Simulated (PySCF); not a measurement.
**C7H8FSi: g tensor and hyperfine couplings**

C₇H₈FSi (doublet state).
Structure used (GFN2-xTB), in Å, numbered top down from 1:
```
atom  x, y, z in Å
F1    -2.1660   -1.2523    1.1979
C2    -1.3180   -1.6287    0.1701
C3    -0.1448   -0.7019    0.0673
C4     1.1396   -1.2068    0.1459
C5     2.2434   -0.3743    0.0437
C6     2.0514    0.9923   -0.1275
C7     0.7799    1.5088   -0.1968
C8    -0.3600    0.6845   -0.1062
Si9   -2.0248    1.4479   -0.2105
H10   -1.0071   -2.6549    0.3860
H11   -1.9289   -1.6080   -0.7419
H12    1.2852   -2.2693    0.2861
H13    3.2403   -0.7831    0.1031
H14    2.9060    1.6493   -0.2034
H15    0.6422    2.5735   -0.3256
H16   -2.0610    2.8900   -0.3699
H17   -3.2844    0.7450   -0.1283
```

The hyperfine couplings belong to this conformer and change with its torsions.

As a line formula: `FCc1ccccc1[SiH2]` [radical].

Method: PySCF, UKS B3LYP, pcH-1 on C F H Si, non-relativistic, mean-field spin-orbit, GIAO. The structure is a single GFN2-xTB conformer in the gas phase; no vibrational or solvent corrections. A GFN2-xTB geometry isn't a minimum of the functional, and hyperfine couplings can be far from their values at a DFT geometry, by a factor of two or more for some ions and for spin on atoms past the first row. No stability test was run, so a lower SCF solution isn't excluded.

```
g1, g2, g3                      : 2.00242, 2.00373, 2.00495
g_iso                           : 2.00370
Form of g                       : rhombic: the two nearest values differ by 48 % of g3 − g1
⟨S²⟩                            : 0.7618 (exact 0.7500)
HOMO–LUMO gap, α and β orbitals : 4.01, 4.85 eV
Total energy                    : -660.86584 Eh
Basis functions                 : 315
```

Isotropic coupling and dipolar principal values T1 to T3, in MHz:

```json
{"atom": "F1", "isotope": "19F", "a_iso": "11.9", "of which spin–orbit": "0.1", "T1": "-14.2", "T2": "-6.0", "T3": "20.3", "Mulliken spin population": "0.00"}
{"atom": "C2", "isotope": "13C", "a_iso": "-4.3", "of which spin–orbit": "0.0", "T1": "-0.4", "T2": "-0.1", "T3": "0.5", "Mulliken spin population": "-0.01"}
{"atom": "C3", "isotope": "13C", "a_iso": "13.0", "of which spin–orbit": "0.0", "T1": "-10.2", "T2": "-9.7", "T3": "20.0", "Mulliken spin population": "0.13"}
{"atom": "C4", "isotope": "13C", "a_iso": "-11.5", "of which spin–orbit": "0.0", "T1": "-8.1", "T2": "3.6", "T3": "4.5", "Mulliken spin population": "-0.07"}
{"atom": "C5", "isotope": "13C", "a_iso": "12.9", "of which spin–orbit": "0.0", "T1": "-11.4", "T2": "-10.4", "T3": "21.8", "Mulliken spin population": "0.15"}
{"atom": "C6", "isotope": "13C", "a_iso": "-11.3", "of which spin–orbit": "0.0", "T1": "-7.9", "T2": "3.5", "T3": "4.4", "Mulliken spin population": "-0.07"}
{"atom": "C7", "isotope": "13C", "a_iso": "12.5", "of which spin–orbit": "0.0", "T1": "-9.9", "T2": "-9.3", "T3": "19.2", "Mulliken spin population": "0.12"}
{"atom": "C8", "isotope": "13C", "a_iso": "-26.9", "of which spin–orbit": "0.0", "T1": "-10.2", "T2": "4.3", "T3": "6.0", "Mulliken spin population": "-0.11"}
{"atom": "Si9", "isotope": "29Si", "a_iso": "-132.7", "of which spin–orbit": "1.1", "T1": "-175.8", "T2": "87.6", "T3": "88.2", "Mulliken spin population": "0.96"}
{"atom": "H10", "isotope": "1H", "a_iso": "0.7", "of which spin–orbit": "0.0", "T1": "-1.0", "T2": "-1.0", "T3": "2.0", "Mulliken spin population": "0.00"}
{"atom": "H11", "isotope": "1H", "a_iso": "5.4", "of which spin–orbit": "0.0", "T1": "-2.0", "T2": "-1.0", "T3": "3.1", "Mulliken spin population": "0.00"}
{"atom": "H12", "isotope": "1H", "a_iso": "3.1", "of which spin–orbit": "0.0", "T1": "-1.4", "T2": "-0.5", "T3": "1.9", "Mulliken spin population": "0.00"}
{"atom": "H13", "isotope": "1H", "a_iso": "-9.5", "of which spin–orbit": "0.0", "T1": "-5.7", "T2": "-0.2", "T3": "5.9", "Mulliken spin population": "-0.01"}
{"atom": "H14", "isotope": "1H", "a_iso": "3.1", "of which spin–orbit": "0.0", "T1": "-1.3", "T2": "-0.6", "T3": "1.9", "Mulliken spin population": "0.00"}
{"atom": "H15", "isotope": "1H", "a_iso": "-8.0", "of which spin–orbit": "0.0", "T1": "-1.7", "T2": "-1.5", "T3": "3.1", "Mulliken spin population": "-0.01"}
{"atom": "H16", "isotope": "1H", "a_iso": "-46.7", "of which spin–orbit": "0.0", "T1": "-11.8", "T2": "4.6", "T3": "7.2", "Mulliken spin population": "-0.05"}
{"atom": "H17", "isotope": "1H", "a_iso": "-48.5", "of which spin–orbit": "0.0", "T1": "-11.9", "T2": "4.5", "T3": "7.4", "Mulliken spin population": "-0.05"}
```

The largest Mulliken spin populations are on Si9 (+0.96), C5 (+0.15), C3 (+0.13) and C7 (+0.12). The positive populations add up to 1.36 and the negative ones to -0.36, together 2S = 1. The angles at Si9 add up to 360.0°, so it is planar; its axial dipolar tensor and the negative couplings of its protons fit spin in a p orbital normal to that plane.

Axes: g3 points within 14° of the C8–Si9 bond.

Under fast tumbling the dipolar parts average out, and these isotropic splittings remain (the largest six): 2 × 1H (H16/H17, I = 1/2, 3 lines) with 1.70 mT, 1 × 19F (F1, I = 1/2, 2 lines) with 0.43 mT, 1 × 1H (H13, I = 1/2, 2 lines) with 0.34 mT, 1 × 1H (H15, I = 1/2, 2 lines) with 0.29 mT, 1 × 1H (H14, I = 1/2, 2 lines) with 0.11 mT and 1 × 1H (H12, I = 1/2, 2 lines) with 0.11 mT.

Class means assume fast exchange of nuclei equivalent by connectivity; if that motion is slow, each nucleus keeps its own coupling.

The 13C coupling of C8 (-26.9 MHz) shows only in satellite lines or after enrichment, since that isotope makes up about 1.07 % of natural carbon.

The 29Si coupling of Si9 (-132.7 MHz) shows only in satellite lines or after enrichment, since that isotope makes up about 4.7 % of natural silicon.

The run took 1.8 min of wall time (grids of density and orbitals included) on one thread of an Arm Neoverse V2, on a shared host, and the process peaked at 1.1 GiB of memory.
